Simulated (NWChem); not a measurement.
System: C$_{4}$H$_{3}$F; SMILES C(#C)C(=C)F

Parts of the log:

```
             Northwest Computational Chemistry Package (NWChem) 7.3.0
             --------------------------------------------------------

                             Geometry "geometry" -> ""
                             -------------------------

 Output coordinates in angstroms (scale by  1.889725989 to convert to a.u.)

  No.       Tag          Charge          X              Y              Z
 ---- ---------------- ---------- -------------- -------------- --------------
    1 C                    6.0000     0.05531900     2.19465900     0.00000000
    2 C                    6.0000    -0.00234900     0.97117500     0.00000000
    3 C                    6.0000    -0.05663200    -0.45562700     0.00000000
    4 C                    6.0000    -1.17923000    -1.20276700     0.00000000
    5 F                    9.0000     1.15800100    -1.05097200     0.00000000
    6 H                    1.0000     0.10271400     3.27504100     0.00000000
    7 H                    1.0000    -2.16279000    -0.71684900     0.00000000
    8 H                    1.0000    -1.11142400    -2.29968500     0.00000000

 Effective nuclear repulsion energy (a.u.)     140.1681557158

                                 NWChem DFT Module
                                 -----------------

 Summary of "ao basis" -> "ao basis" (spherical)
 ------------------------------------------------------------------------------
       Tag                 Description            Shells   Functions and Types
 ---------------- ------------------------------  ------  ---------------------
 C                           6-31g*                  6       14   3s2p1d
 F                           6-31g*                  6       14   3s2p1d
 H                           6-31g*                  2        2   2s

 in cosmo_initialize ...
 calling solv_data for solv:acetone

 solvent parameters
 solvname_short: acetone
 solvname_long:  acetone
 dielec:       20.4930
 dielecinf:     1.8463
 nonaqueous SMD model solvent descriptors
 dielec:       20.4930
 sola:          0.0400
 solb:          0.4900
 solc:          0.0000
 solg:         33.7700
 solh:          0.0000
 soln:          1.3588

          ---------------
          -cosmo- solvent
          ---------------
 Cosmo: York-Karplus, doi: 10.1021/jp992097l
 dielectric constant -eps-     =  20.49
 screen = (eps-1)/(eps    )    =   0.95120
 surface charge correction     = lagrangian

   van der Waals surface
 --------------------------

 ---------- ATOMIC COORDINATES (A.U.) ------------ VDWR(ANG.) --
     1    0.10453775    4.14730415    0.00000000     1.850
     2   -0.00443897    1.83525464    0.00000000     1.850
     3   -0.10701896   -0.86101018    0.00000000     1.850
     4   -2.22842158   -2.27290006    0.00000000     1.850
     5    2.18830458   -1.98604910    0.00000000     1.730
     6    0.19410132    6.18893009    0.00000000     1.200
     7   -4.08708047   -1.35464819    0.00000000     1.200
     8   -2.10028682   -4.34577451    0.00000000     1.200
 number of segments per atom =        128
 number of   points per atom =        128
 atom (   nspa,  nppa )
 ----------------------
    1 (     78,     0 )       0
    2 (     56,     0 )       0
    3 (     30,     0 )       0
    4 (     68,     0 )       0
    5 (     86,     0 )       0
    6 (     54,     0 )       0
    7 (     54,     0 )       0
    8 (     54,     0 )       0
 number of -cosmo- surface points =      480
 molecular surface =    107.362 angstrom**2
 molecular volume  =     82.961 angstrom**3
 -lineq- algorithm             =   0
 -bem- low  level              =   3
 -bem- from -octahedral-
 gaussian surface charge width =   4.50000
 degree of switching           =   1.00000
 switching function tolerance  =   0.00010
 atomic radii =
 --------------
    1  6.000  1.850
    2  6.000  1.850
    3  6.000  1.850
    4  6.000  1.850
    5  9.000  1.730
    6  1.000  1.200
    7  1.000  1.200
    8  1.000  1.200
 ...... end of -cosmo- initialization ......

 nat:                     8
 ixmem:                  3618
 calling mnsol_interface()
 G(SMD-CDS) energy (kcal/mol)  =     1.478
 SMD-CDS SASA (angstrom**2)    =   129.393

            General Information
            -------------------
          SCF calculation type: DFT
          Wavefunction type:  closed shell.
          No. of atoms     :     8
          No. of electrons :    36
           Alpha electrons :    18
            Beta electrons :    18
          Charge           :     0
          Spin multiplicity:     1
          Use of symmetry is: off; symmetry adaption is: off
          Maximum number of iterations: 150
          AO basis - number of functions:    76
                     number of shells:    36
          Convergence on energy requested:  1.00D-06
          Convergence on density requested:  1.00D-05
          Convergence on gradient requested:  5.00D-04

              XC Information
              --------------
                         B3LYP Method XC Potential
                     Hartree-Fock (Exact) Exchange  0.200
                        Slater Exchange Functional  0.800 local
                    Becke 1988 Exchange Functional  0.720 non-local
              Lee-Yang-Parr Correlation Functional  0.810
                  VWN I RPA Correlation Functional  0.190 local

             Grid Information
             ----------------
          Grid used for XC integration:  medium
          Radial quadrature: Mura-Knowles
          Angular quadrature: Lebedev.
          Tag              B.-S. Rad. Rad. Pts. Rad. Cut. Ang. Pts.
          ---              ---------- --------- --------- ---------
          C                   0.70       49          11.0       434
          F                   0.50       49          11.0       434
          H                   0.35       45          13.0       434
          Grid pruning is: on
          Number of quadrature shells:   380
          Spatial weights used:  Erf1

      Superposition of Atomic Density Guess
      -------------------------------------

 Sum of atomic energies:        -251.50804623

      Non-variational initial energy
      ------------------------------

 Total energy =    -253.771668
 1-e energy   =    -620.612541
 2-e energy   =     226.672717
 HOMO         =      -0.254640
 LUMO         =      -0.003127

   convergence    iter        energy       DeltaE   RMS-Dens  Diis-err
 ---------------- ----- ----------------- --------- --------- ---------
     COSMO gas phase
 d= 0,ls=0.0,diis     1   -253.8725673612 -3.94D+02  1.93D-02  7.13D-01
 d= 0,ls=0.0,diis     2   -253.8590118253  1.36D-02  8.73D-03  9.75D-01
 d= 0,ls=0.0,diis     3   -253.9465166224 -8.75D-02  3.82D-03  9.61D-02
 d= 0,ls=0.0,diis     4   -253.9517872284 -5.27D-03  1.76D-03  4.93D-02
 d= 0,ls=0.0,diis     5   -253.9578726264 -6.09D-03  3.96D-04  1.35D-03
  Resetting Diis
 d= 0,ls=0.0,diis     6   -253.9580028717 -1.30D-04  1.74D-04  2.72D-04
 d= 0,ls=0.0,diis     7   -253.9580396419 -3.68D-05  1.36D-04  2.31D-05
 d= 0,ls=0.0,diis     8   -253.9580325008  7.14D-06  8.65D-05  7.95D-05
 d= 0,ls=0.0,diis     9   -253.9580424095 -9.91D-06  5.45D-06  3.98D-07
 d= 0,ls=0.0,diis    10   -253.9580424601 -5.05D-08  9.76D-07  6.76D-09

   convergence    iter        energy       DeltaE   RMS-Dens  Diis-err
 ---------------- ----- ----------------- --------- --------- ---------
     COSMO solvation phase
 d= 0,ls=0.0,diis     1   -253.9614922700 -3.45D-03  2.03D-03  2.33D-03
 d= 0,ls=0.0,diis     2   -253.9620777679 -5.85D-04  6.14D-04  1.72D-03
 d= 0,ls=0.0,diis     3   -253.9622129956 -1.35D-04  2.17D-04  6.86D-04
 d= 0,ls=0.0,diis     4   -253.9622901192 -7.71D-05  8.80D-05  7.43D-05
 d= 0,ls=0.0,diis     5   -253.9622983527 -8.23D-06  2.99D-05  9.27D-06
 d= 0,ls=0.0,diis     6   -253.9622993813 -1.03D-06  6.70D-06  5.50D-07
 d= 0,ls=0.0,diis     7   -253.9622994538 -7.25D-08  1.39D-06  2.41D-08

         Total DFT energy =     -253.962299453779
      One electron energy =     -624.046998717195
           Coulomb energy =      262.818125757802
    Exchange-Corr. energy =      -33.186724680346
 Nuclear repulsion energy =      140.168155715814

             COSMO energy =        0.285142470147

 Numeric. integr. density =       36.000000122222

                                COSMO-SMD solvation results
                                ---------------------------

             internal energy in gas <Psi(g)|H|Psi(g)> =      -253.958042460056
         internal energy in solvent <Psi(s)|H|Psi(s)> =      -253.957066786192
                               delta internal energy  =         0.000975673865 (    0.61 kcal/mol)
   total free energy in solvent <Psi(s)|H+V/2|Psi(s)> =      -253.964654380648
 polarization energy contribution <Psi(s)|V/2|Psi(s)> =        -0.007587594456 (   -4.76 kcal/mol)
    total free energy in solvent including G(SMD-CDS) =      -253.962299453779
                       G(SMD-CDS) energy contribution =         0.002354926869 (    1.48 kcal/mol)
     1 M fixed-concentration free energy of solvation =        -0.004256993722 (   -2.67 kcal/mol)

                       DFT Final Molecular Orbital Analysis
                       ------------------------------------

 Vector   16  Occ=2.000000D+00  E=-3.281174D-01
              MO Center=  6.9D-02,  5.7D-01, -1.9D-09, r^2= 2.6D+00
   Bfn.  Coefficient  Atom+Function         Bfn.  Coefficient  Atom+Function
  ----- ------------  ---------------      ----- ------------  ---------------
    19      0.363785  2 C  pz                 5      0.286050  1 C  pz
    61     -0.283529  5 F  pz                33      0.235655  3 C  pz
    23      0.216914  2 C  pz                65     -0.211960  5 F  pz
    47      0.160007  4 C  pz                 9      0.159170  1 C  pz
    51      0.113728  4 C  pz                37      0.102732  3 C  pz

 Vector   17  Occ=2.000000D+00  E=-2.970523D-01
              MO Center=  2.5D-02,  1.5D+00, -2.0D-10, r^2= 1.7D+00
   Bfn.  Coefficient  Atom+Function         Bfn.  Coefficient  Atom+Function
  ----- ------------  ---------------      ----- ------------  ---------------
    17      0.418604  2 C  px                 3      0.407536  1 C  px
     7      0.259759  1 C  px                21      0.231652  2 C  px
    60     -0.112767  5 F  py                64     -0.080507  5 F  py
    46      0.077952  4 C  py                76     -0.056379  8 H  s
    48      0.051594  4 C  s                 75     -0.047940  8 H  s

 Vector   18  Occ=2.000000D+00  E=-2.487288D-01
              MO Center= -4.2D-01,  3.5D-02, -1.9D-10, r^2= 3.4D+00
   Bfn.  Coefficient  Atom+Function         Bfn.  Coefficient  Atom+Function
  ----- ------------  ---------------      ----- ------------  ---------------
    47      0.368246  4 C  pz                 5     -0.303754  1 C  pz
    51      0.297087  4 C  pz                33      0.283569  3 C  pz
     9     -0.222485  1 C  pz                19     -0.197388  2 C  pz
    61     -0.182296  5 F  pz                37      0.152292  3 C  pz
    65     -0.144267  5 F  pz                23     -0.108740  2 C  pz

 Vector   19  Occ=0.000000D+00  E=-3.513485D-02
              MO Center= -4.4D-01,  1.2D-01,  2.1D-09, r^2= 3.7D+00
   Bfn.  Coefficient  Atom+Function         Bfn.  Coefficient  Atom+Function
  ----- ------------  ---------------      ----- ------------  ---------------
    51      0.472436  4 C  pz                 9      0.397442  1 C  pz
    47      0.372760  4 C  pz                33     -0.328136  3 C  pz
    37     -0.319488  3 C  pz                 5      0.315427  1 C  pz
    23     -0.257062  2 C  pz                19     -0.202915  2 C  pz
    61      0.129039  5 F  pz                65      0.120249  5 F  pz

 Vector   20  Occ=0.000000D+00  E= 1.380170D-02
              MO Center=  2.5D-02,  1.1D+00, -9.5D-10, r^2= 3.0D+00
   Bfn.  Coefficient  Atom+Function         Bfn.  Coefficient  Atom+Function
  ----- ------------  ---------------      ----- ------------  ---------------
     7      0.580888  1 C  px                21     -0.489792  2 C  px
     3      0.406598  1 C  px                17     -0.376931  2 C  px
    76      0.300945  8 H  s                 62      0.232514  5 F  s
    34     -0.216171  3 C  s                 48     -0.196710  4 C  s
    35     -0.189461  3 C  px                63     -0.156535  5 F  px

 Vector   21  Occ=0.000000D+00  E= 1.182903D-01
              MO Center= -1.4D-01,  6.4D-01,  3.2D-08, r^2= 3.1D+00
   Bfn.  Coefficient  Atom+Function         Bfn.  Coefficient  Atom+Function
  ----- ------------  ---------------      ----- ------------  ---------------
    23      0.721989  2 C  pz                 9     -0.584109  1 C  pz
    37     -0.572446  3 C  pz                33     -0.448881  3 C  pz
    19      0.441211  2 C  pz                51      0.387709  4 C  pz
     5     -0.279960  1 C  pz                47      0.171427  4 C  pz
    65      0.135446  5 F  pz                61      0.128258  5 F  pz

     Multipole analysis of the density
     ---------------------------------

     L   x y z        total         alpha         beta         nuclear
     -   - - -        -----         -----         ----         -------
     0   0 0 0     -0.000000    -18.000000    -18.000000     36.000000

     1   1 0 0     -0.606335     -0.447880     -0.447880      0.289425
     1   0 1 0      0.367962      0.331003      0.331003     -0.294043
     1   0 0 1      0.000000      0.000000      0.000000      0.000000

     2   2 0 0    -20.355621    -57.268201    -57.268201     94.180781
     2   1 1 0      1.613335     -4.316157     -4.316157     10.245648
     2   1 0 1     -0.000000     -0.000000     -0.000000      0.000000
     2   0 2 0    -14.298633   -133.838031   -133.838031    253.377430
     2   0 1 1      0.000000      0.000000      0.000000      0.000000
     2   0 0 2    -21.889494    -10.944747    -10.944747      0.000000
```

Level: B3LYP/6-31G* (spherical d), SMD on the gas-phase geometry. Coordinates come from a PBE-D3(BJ)/def2-SVP optimisation. Solvent: acetone.

Question: Which NWChem input produces such a log?

Answer: Several could match; the one computed here: the input that was run:
```
start job
memory heap 200 mb stack 900 mb global 1100 mb
geometry units angstroms noautosym nocenter noautoz
  C      0.055319     2.194659     0.000000
  C     -0.002349     0.971175     0.000000
  C     -0.056632    -0.455627     0.000000
  C     -1.179230    -1.202767     0.000000
  F      1.158001    -1.050972     0.000000
  H      0.102714     3.275041     0.000000
  H     -2.162790    -0.716849     0.000000
  H     -1.111424    -2.299685     0.000000
end
basis spherical
  C library 6-31g*
  F library 6-31g*
  H library 6-31g*
end
dft
  xc b3lyp
  iterations 150
end
cosmo
  do_cosmo_smd true
  solvent acetone
end
task dft energy
```
